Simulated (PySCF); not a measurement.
Compound: C6H9N2 (doublet state).
Z-matrix (Å and degrees, GFN2-xTB geometry), rows numbered from 1:
```
C 
C   1  1.2845
C   2  1.5386  1  125.68
C   3  1.4974  2  107.55  1   111.36
N   4  1.2652  3  118.75  2    91.78
C   4  1.4877  3  115.01  2   -84.16
N   6  1.2582  4  129.16  3  -125.16
C   7  1.4314  6  122.52  4     2.68
H   1  1.0636  2  141.45  3    -0.21
H   2  1.0829  1  122.19  3   179.19
H   3  1.0900  2  108.06  1  -130.49
H   3  1.0900  2  109.77  1    -9.63
H   5  1.0184  4  115.18  3  -177.13
H   6  1.0881  4  114.47  3    55.52
H   8  1.0910  7  107.33  6   128.73
H   8  1.0961  7  115.06  6     6.54
H   8  1.0915  7  107.75  6  -115.96
```

The hyperfine couplings belong to this conformer and change with its torsions.

Identity: `[H]/[C]=C\CC(/C=N\C)=N/[H]` [radical].

The calculation used PySCF, UKS B3LYP, pcH-1 on C H N, non-relativistic, mean-field spin-orbit, GIAO. Isolated species at its GFN2-xTB geometry (one conformer only). Couplings are sensitive to structure, and on GFN2-xTB geometries they can be far from those on DFT ones. The frame is twisted about the C4–C6 bond at this geometry (dihedral C3–C4–C6–H14 = 56°); couplings at other torsion angles weren't computed. Stability of the SCF solution: not tested.

(1) What is the g tensor, term by term?

(2) What are the electron Larmor frequencies g μB B/h along the three axes at 1200 mT?

(3) Average each term over the three axes. Which is largest in size?

(4) What effective moment and Curie constant follow for a powder?

(5) In a frozen sample, at which fields do the three g values resonate at 9.5, 34, 94 and 263 GHz (hyperfine left aside), and which band first spreads them over more than twice a line width of 0.5 mT?

Answers

(1) 
```json
{"Δg (ppm)": "relativistic mass correction", "1": "-148", "2": "-148", "3": "-148"}
{"Δg (ppm)": "gauge correction", "1": "35", "2": "3", "3": "-45"}
{"Δg (ppm)": "orbital Zeeman/spin–orbit", "1": "-468", "2": "15", "3": "587"}
{"Δg (ppm)": "total", "1": "-582", "2": "-130", "3": "394"}
```

So g = 2.00174, 2.00219, 2.00271 and g_iso = 2.00221; the tensor is rhombic: the two nearest values differ by 46 % of g3 − g1. Axes: g1 points within 10° of the C1–H9 bond and g2 points within 8° of the C2–C3 bond.

(2) 33.6202, 33.6278, 33.6366 GHz for g1, g2 and g3, a range of 16.4 MHz.

(3) The mass correction -148, the orbital-Zeeman/spin–orbit term 45 and the gauge correction -2 ppm, for a total of -106 ppm. The mass correction is the largest in size. The mass correction is the same along every axis, so the anisotropy comes from the other two: their spans along these axes are 79 (gauge) and 1055 ppm (orbital Zeeman/spin–orbit).

(4) With the mean of g² = 4.0089 and S(S+1) = 0.75: μ_eff = √(⟨g²⟩S(S+1)) = 1.734 μB and χT = 0.12505·⟨g²⟩·S(S+1) = 0.376 cm³ K/mol (cgs; spin-Hamiltonian part alone).

(5) 
```csv
band,GHz,B(g3) mT,B(g2) mT,B(g1) mT,spread mT
X,9.5,338.92,339.01,339.08,0.17
Q,34.0,1212.97,1213.28,1213.56,0.59
W,94.0,3353.49,3354.37,3355.13,1.64
J,263.0,9382.65,9385.11,9387.22,4.58
```

The spread grows in proportion to the frequency. W band is the first where it exceeds 1.0 mT.

The largest Mulliken spin populations are on C1 (+1.03), C2 (-0.17) and C3 (+0.08). C1 is the only atom above +0.15. The positive populations add up to 1.18 and the negative ones to -0.18, together 2S = 1.

The HOMO–LUMO gaps are 5.06 eV among the α and 4.22 eV among the β orbitals.

The run took 81 s wall (with the writing of density and orbital grids) on one thread of an Arm Neoverse V1 (shared host), and the process peaked at 1.0 GiB of memory.
